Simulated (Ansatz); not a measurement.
H8N3Si3 (SMILES N1[SiH]N[SiH2]N[SiH2]1), doublet, geometry from GFN2-xTB. Base run: PBE0/cc-pVDZ run with Ansatz (an electronic-structure program).

Here is a job for Ansatz.
Ansatz 0.2 input:
```yaml
crystal:
  periodic: [false, false, false]
  atoms:
    - {symbol: N, position_ang: [0.55971367, -1.53872495, 0.04242359]}
    - {symbol: Si, position_ang: [1.74366755, -0.37223987, -0.45101254]}
    - {symbol: N, position_ang: [1.07172766, 1.21659613, -0.28450621]}
    - {symbol: Si, position_ang: [-0.54113351, 1.69476235, 0.09724242]}
    - {symbol: N, position_ang: [-1.52100506, 0.28321148, -0.05036014]}
    - {symbol: Si, position_ang: [-1.12256371, -1.34147403, 0.36812104]}
    - {symbol: H, position_ang: [0.89683550, -2.48503885, 0.09435178]}
    - {symbol: H, position_ang: [2.88662688, -0.48252331, 0.47586784]}
    - {symbol: H, position_ang: [1.71617840, 1.96962549, -0.45530209]}
    - {symbol: H, position_ang: [-1.02846154, 2.67004643, -0.88482500]}
    - {symbol: H, position_ang: [-0.57151753, 2.24576177, 1.46356901]}
    - {symbol: H, position_ang: [-2.50427635, 0.46120329, -0.15274980]}
    - {symbol: H, position_ang: [-1.92630298, -2.22084544, -0.48973334]}
    - {symbol: H, position_ang: [-1.36172079, -1.62048613, 1.79500807]}
basis:
  gaussian:
    orbitals: cc-pVDZ
hamiltonian:
  xc: pbe0
magnetization: {spin_polarized: true, initial_magnetization: 1}
```

The base run was repeated with changes; each row names its change, and settings that it needs were set with it.

```
change                                                            ΔE vs base (µEh)
----------------------------------------------------------------  ----------------
base                                                                           0.0
final_grid = 6, 12, 29                                                       -14.8
accuracy = high                                                               -3.2
lower_state_search = off                                                       0.0
lower_state_search = full                                                      0.0
point_charge = charge:1.0 position_ang:-0.1528, -2.2773, -5.5047             -5311
fitting.mean_field = cc-pVTZ-JKFIT                                            -0.6
lower_state_search = light                                                     0.0
point_charge = charge:0.5 position_ang:3.2238, 4.5943, -2.1031                2162
final_grid = 14, 28, 59                                                       -1.5
final_grid = 10, 20, 41                                                       -1.1
```
